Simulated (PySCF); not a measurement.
**Identify the compound**

Molecular formula: C2H9FSi4. Simulated spectra:

$^{1}$H NMR (600 MHz, computed): δ 6.56 (m, 1H), 6.41 (m, 1H), 6.23 (m, 1H), 4.42 (m, 2H), 4.12 (m, 2H), 3.93 (m, 1H), 3.85 (m, 1H).

$^{13}$C{$^{1}$H} NMR (computed): δ 142.2 (CH), 142.1 (CH2).

- NMR shieldings at PBE0/pcSseg-1/GIAO
- structure optimised with GFN2-xTB
- run in PySCF 2.14.0 with density-fitted response routines
- one conformer, relativity neglected, in vacuum, one averaged value for each set of equivalent atoms

Chemical shifts δ = σref − σ; TMS for $^{1}$H, $^{13}$C, all at this level.

Deduce the structure.

Answers


Rings plus π bonds: 2 (1 ring in the answer). 2 carbon signals for 2 carbons: no two carbons are equivalent. Carbon types of the structure: 1 × CH, 1 × CH2, leaving 6 H on heteroatoms. δC 142.2: alkene CH; as expected for a trigonal carbon in a double bond. δC 142.1: terminal =CH2 carbon; as expected for a trigonal carbon in a double bond. δH 6.56, 6.41: hydrogen on a terminal =CH2 carbon; olefinic region. δH 6.23: hydrogen on an alkene CH; a vinylic proton, deshielded by the sp2 carbon and the C=C anisotropy. δH 4.42, 4.12, 3.93, 3.85: hydrogen on a silicon bonded to 2 Si, in a 4-membered ring.

Structure: `C=C[Si]1(F)[SiH2][SiH2][SiH2]1`.

The data come from this structure; uniqueness wasn't tested.

Splittings by $^{19}$F in the carbon and heteronuclear signals aren't shown, as no couplings were computed. Shifts are as computed. Against solution values, carbons near 30 ppm lie about +3 ppm off and those near 130 ppm about +5 ppm. Of 1211 compounds with measured shifts, 218 miss one by over three times the rms of a fit or turn the order of signals round; such compounds aren't used in these exercises. No couplings were computed; multiplicities are counted from neighbouring protons, with m where these are inequivalent, close in shift, in a saturated or five-membered ring or joined by F or P, and br s for small geminal =CH2 splittings.
